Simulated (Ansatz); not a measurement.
Pulling on the Te1–Te2 bond in Te2 (multiplicity 3 held). Energies count from the point at 2.575 Å.


Restricted levels (R-, RO-) in cc, def2 and unpolarised 6-31G sets keep to the state of the molecule at rest. Unrestricted levels (U-) break spin symmetry where that is lower. Active spaces are followed from rest. Left out are points that failed, MP2 points that dive below the minimum, coupled-cluster points behind a jump of the amplitudes or a sharp parting from full CI or MRCI, small-basis points behind a change of solution, and semi-empirical points at long bonds. Levels need not reach the same state.

Correlated levels freeze the cores. Filled d and f shells under p-block atoms count as core.

The values were computed with Ansatz (Gaussian basis) for Hartree–Fock, density functionals and correlated methods. Each number belongs to the level named beside it. In def2 rows elements past Kr take small-core potentials, without spin–orbit coupling.

Energies in kcal/mol.

| R (Å) | U-HF/def2-SVP | RO-SCS-MP2/def2-SVP | U-CCSD/def2-SVP | FIC-NEVPT4(SD) on CASSCF(12,8)/def2-SVP | FIC-MRCISD+Q on CASSCF(12,8)/def2-SVP |
|---|---|---|---|---|---|
| 2.060 | 98.9 | 102.4 | 108.9 | 111.8 | 111.8 |
| 2.317 | 15.1 | 13.4 | 19.8 | 21.6 | 21.6 |
| 2.575 | 0.0 | 0.0 | 0.0 | 0.0 | 0.0 |
| 2.832 | 5.4 | 9.3 | 7.3 | 4.9 | 4.8 |
| 3.090 | 16.6 | 22.2 | 22.1 | 18.0 | 17.9 |
| 3.476 | 25.0 | 41.4 | 42.6 | 37.1 | 36.8 |
| 3.862 | 27.9 | 56.7 | 52.3 | 47.8 | 47.4 |
| 4.506 | 29.1 | 70.6 | 55.7 | 52.1 | 51.6 |
| 5.149 | 29.2 | 71.7 | 56.1 | 52.5 | 52.0 |
| 5.922 | 29.4 | 62.5 | 56.5 | 52.8 | 52.2 |
| 6.952 | 29.5 | 43.3 | 56.6 | 52.9 | 52.4 |
| 8.239 | 29.5 | 17.5 | 56.6 | 53.0 | 52.4 |
| 10.299 | 29.5 | left out | 56.7 | 53.0 | 52.4 |

Doubts at one or more of the structures used: a spin-contaminated determinant (U-HF/def2-SVP, U-CCSD/def2-SVP); a restricted determinant that unrestricted orbitals would lower (RO-SCS-MP2/def2-SVP); T1 above 0.05 (U-CCSD/def2-SVP); the program's own flag: large difference (U-CCSD/def2-SVP).

Ansatz is a first-principles code.
